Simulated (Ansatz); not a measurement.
CrFH₂NO₂, SMILES `[NH2][Cr](=[O])(=[O])[F]`. The species carries charge 0 and has multiplicity 1. The geometry is a stationary point of PBE0-D4/def2-TZVP. It is one conformer, not always the lowest.

```xyz
7

N     0.423   -0.649    0.750
Cr   -0.292    0.424   -0.470
O     0.716    1.562   -0.742
O    -0.566   -0.419   -1.734
F    -1.768    1.079    0.128
H     1.166   -0.345    1.362
H     0.321   -1.653    0.707
```

Problem. What is the dipole moment at PBE/def2-TZVPP? (Estimate.)

Solution. Computed: 3.65 D, with components (1.72, -2.26, 2.29) D in this frame, pointing from negative to positive charge.

Problem. And with r2SCAN, B3LYP, ωB97M-V? (Best estimate.)

Solution. Ansatz gave: r2SCAN 3.74 D, B3LYP 3.80 D, ωB97M-V 3.74 D.

Problem. Give the Mulliken charges with PBE, ωB97M-V, B3LYP in def2-TZVPP. (An estimate is asked.)

Solution. Computed: 
```json
{"atom": "N1", "PBE": "-0.42", "ωB97M-V": "-0.37", "B3LYP": "-0.42"}
{"atom": "Cr2", "PBE": "1.12", "ωB97M-V": "1.19", "B3LYP": "1.27"}
{"atom": "O3", "PBE": "-0.38", "ωB97M-V": "-0.39", "B3LYP": "-0.42"}
{"atom": "O4", "PBE": "-0.38", "ωB97M-V": "-0.39", "B3LYP": "-0.42"}
{"atom": "F5", "PBE": "-0.33", "ωB97M-V": "-0.37", "B3LYP": "-0.38"}
{"atom": "H6", "PBE": "0.20", "ωB97M-V": "0.16", "B3LYP": "0.18"}
{"atom": "H7", "PBE": "0.20", "ωB97M-V": "0.16", "B3LYP": "0.18"}
```

B3LYP here is the variant with VWN-RPA as its local correlation; programs differ in this.
